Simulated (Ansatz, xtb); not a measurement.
C4H6O3Se: which of two isomers lies lower

Structure I: `O=COCC(=O)C[SeH]`, a singlet. Structure II: `O=CO[C@@H]1OCC[Se]1`, a singlet. Both are isolated molecules in the gas phase, relaxed with B3LYP-D3(BJ)/def2-SVP, each in the lowest conformer that the search found.

Task: Estimate which is lower in electronic energy at CCSD(T)/def2-SVP + ΔMP2/def2-TZVPP, and by roughly how much.

Result: Not settled: CCSD(T)/def2-SVP + ΔMP2/def2-TZVPP gives E(II) − E(I) = −8.8 kJ/mol, but this leans on the basis-set step: CCSD(T) alone gives +14.5 kJ/mol.

How the difference moves with the method:

```
                             level               geometry  E(II) − E(I) (kJ/mol)  departure from the last row (kJ/mol)  job, with rough time for the two
             B3LYP-D3(BJ)/def2-SVP  B3LYP-D3(BJ)/def2-SVP                    +4.9                                 +13.7             optimisation, 2.3 min
                       HF/def2-SVP  B3LYP-D3(BJ)/def2-SVP                   +20.1                                 +28.9           part of the CCSD(T) run
                      MP2/def2-SVP  B3LYP-D3(BJ)/def2-SVP                   +10.1                                 +18.9           part of the CCSD(T) run
                  CCSD(T)/def2-SVP  B3LYP-D3(BJ)/def2-SVP                   +14.5                                 +23.3                      single point
CCSD(T)/def2-SVP + ΔMP2/def2-TZVPP  B3LYP-D3(BJ)/def2-SVP                    −8.8                                                   single point, 3.5 min
```

As drawn, II has 2 C–O, 1 C–Se, 1 C–H in place of 1 C=O, 1 C–C, 1 Se–H. Structure I has no ring, II a 5-membered ring.

B3LYP-D3(BJ)/def2-SVP, HF/def2-SVP, MP2/def2-SVP, CCSD(T)/def2-SVP put the two in the other order. The largest departure from CCSD(T)/def2-SVP + ΔMP2/def2-TZVPP is that of HF/def2-SVP, 28.9 kJ/mol. Levels run at GFN2-xTB geometries aren't shown. The last row adds to CCSD(T) the change of the MP2 difference between the two basis sets, here −23.3 kJ/mol, a large step that makes the value less sure.

With thermal terms from frequencies at re-optimised GFN2-xTB minima (ideal gas, soft modes damped towards free rotors, one conformer each, 298.15 K, 1 atm): on the last row, ΔE + ΔZPE = +7.0, ΔH = +2.9, ΔG = +13.9 kJ/mol.

The correlated steps freeze 16 core orbitals; the filled d shell of Se is correlated, in a basis made for valence electrons. Mirror images aren't counted in ΔG. Run with Ansatz 0.2.0, xtb 6.7.1; the last row on 4 threads of Arm Neoverse V1 on a shared host.
